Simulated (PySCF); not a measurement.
Norbornane, C7H12.
Atom-mapped SMILES: `[CH2:1]1[CH2:2][C@@H:3]2[CH2:4][CH2:5][C@H:6]1[CH2:7]2` (hydrogens: H8, H9 on C1; H10, H11 on C2; H12 on C3; H13, H14 on C4; H15, H16 on C5; H17 on C6; H18, H19 on C7)

The same species was optimised twice, with GFN2-xTB and with PBE0-D3(BJ)/def2-SVP (PySCF), and the same property calculations (PySCF, gas phase) were run on both structures.

| coordinate | GFN2-xTB | PBE0-D3(BJ)/def2-SVP | change |
| --- | --- | --- | --- |
| C4–C5 (Å) | 1.542 | 1.552 | +0.010 |
| C1–C2 (Å) | 1.542 | 1.552 | +0.010 |
| C6–C7 (Å) | 1.528 | 1.534 | +0.006 |
| C3–C7 (Å) | 1.528 | 1.534 | +0.006 |
| C2–C3 (Å) | 1.532 | 1.537 | +0.005 |
| C5–C6 (Å) | 1.533 | 1.537 | +0.004 |
| C3–C4 (Å) | 1.533 | 1.536 | +0.003 |
| C1–C6 (Å) | 1.533 | 1.536 | +0.003 |
| C3–C7–C6 (°) | 94.0 | 94.3 | +0.3 |
| C4–C3–C7 (°) | 101.7 | 101.5 | -0.2 |
| C2–C3–C7 (°) | 101.7 | 101.5 | -0.2 |
| C5–C6–C7 (°) | 101.7 | 101.5 | -0.2 |
| C1–C6–C7 (°) | 101.7 | 101.5 | -0.2 |
| C2–C3–C4 (°) | 108.3 | 108.4 | +0.1 |
| C1–C6–C5 (°) | 108.3 | 108.4 | +0.1 |
| C1–C2–C3 (°) | 103.1 | 103.1 | 0.0 |

Rotational constants: A = 3766, B = 3258, C = 2828 MHz (GFN2-xTB) against A = 3726, B = 3233, C = 2796 MHz (PBE0-D3(BJ)/def2-SVP). Point groups within 0.08 Å: C2v and C2v.

On the GFN2-xTB structure: HOMO (eV) -8.14 [PBE0/pcSseg-1]; LUMO (eV) 1.27 [PBE0/pcSseg-1]; dipole (D) 0.07 [PBE0/pcSseg-1]; GIAO shielding of C1/C2/C4/C5 (mean) (ppm) 154.5 [PBE0/pcSseg-1]; GIAO shielding of C3/C6 (mean) (ppm) 147.1 [PBE0/pcSseg-1]; GIAO shielding of C7 (ppm) 147.1 [PBE0/pcSseg-1].

Question: What do these properties become on the PBE0-D3(BJ)/def2-SVP structure?

Answer: 
| property | level | on GFN2-xTB | on PBE0-D3(BJ)/def2-SVP | change |
| --- | --- | --- | --- | --- |
| HOMO (eV) | PBE0/pcSseg-1 | -8.14 | -8.15 | -0.01 |
| LUMO (eV) | PBE0/pcSseg-1 | 1.27 | 1.23 | -0.04 |
| dipole (D) | PBE0/pcSseg-1 | 0.07 | 0.07 | 0.00 |
| energy, GFN2-xTB geometry as zero (kcal/mol) | PBE0/pcSseg-1 | 0.0 | -0.4 | -0.4 |
| GIAO shielding of C1/C2/C4/C5 (mean) (ppm) | PBE0/pcSseg-1 | 154.5 | 152.3 | -2.2 |
| GIAO shielding of C3/C6 (mean) (ppm) | PBE0/pcSseg-1 | 147.1 | 145.7 | -1.4 |
| GIAO shielding of C7 (ppm) | PBE0/pcSseg-1 | 147.1 | 144.4 | -2.7 |

The heavy atoms differ by 0.006 Å rms after alignment. Among bonds between heavy atoms C1–C2 and C4–C5 change most and about equally (+0.010 Å). Changes are differences of the printed values. Neither structure is proved a minimum here.
